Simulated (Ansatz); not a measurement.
Geometry optimisation, Ansatz, UKS PBE0/def2-SVP.

Input:

```yaml
crystal:
  periodic: [false, false, false]
  atoms:
    - { symbol: O, position_ang: [0.45855, 0.48627, -1.69601] }
    - { symbol: C, position_ang: [0.104, 0.67795, -0.54674] }
    - { symbol: Si, position_ang: [0.21136, -0.66319, 0.7723] }
    - { symbol: S, position_ang: [-0.69947, -2.20514, 1.64195] }
    - { symbol: H, position_ang: [0.71888, 0.72094, -2.62189] }
magnetization:
  spin_polarized: true
  initial_magnetization: 1
basis:
  gaussian: { orbitals: def2-SVP }
hamiltonian:
  xc: pbe0
relax:
  f_tol: 0.02
  max_steps: 50
```

Command:

```bash
$ ansatz run input.yaml --threads 2 --pin off --max-ram 3072MiB --backend cpu --events-out ev --progress --plain --runs-dir out
```

Task: Where does it end, and by what steps?

Result: The run converged. After 18 steps the energy has fallen by 1.391 eV; C2 moved furthest, 0.66 Å.

```
step  energy less start (eV)  largest force component (eV/Å)  accepted
   0                  0.0000                           5.532       yes
   1                 -0.5207                           1.439       yes
   2                 -0.7357                           1.386       yes
   3                 -0.9483                           2.089       yes
   4                 -1.1277                           1.382       yes
   5                 -1.2262                           2.041       yes
   6                 -1.3515                           0.397       yes
   7                 -1.3643                           0.160       yes
   8                 -1.3669                           0.183       yes
   9                 -1.3730                           0.127       yes
  10                 -1.3801                           0.257       yes
  11                 -1.3851                           0.256       yes
  12                 -1.3853                           0.102       yes
  13                 -1.3886                           0.099       yes
  14                 -1.3905                           0.065       yes
  15                 -1.3906                           0.046       yes
  16                 -1.3906                           0.039       yes
  17                 -1.3907                           0.036       yes
  18                 -1.3907                           0.001       yes
```

```xyz
5
Properties=species:S:1:pos:R:3
O 0.898 0.560 -1.757
C 0.091 0.085 -0.848
Si 0.221 -0.972 0.535
S -0.813 -1.785 1.980
H 0.396 1.129 -2.361
```

Whether the end is a true minimum wasn't checked by a vibrational analysis.

Run time: 94 s on 2 threads of Arm Neoverse N1, on a shared host, peak memory 0.17 GiB.
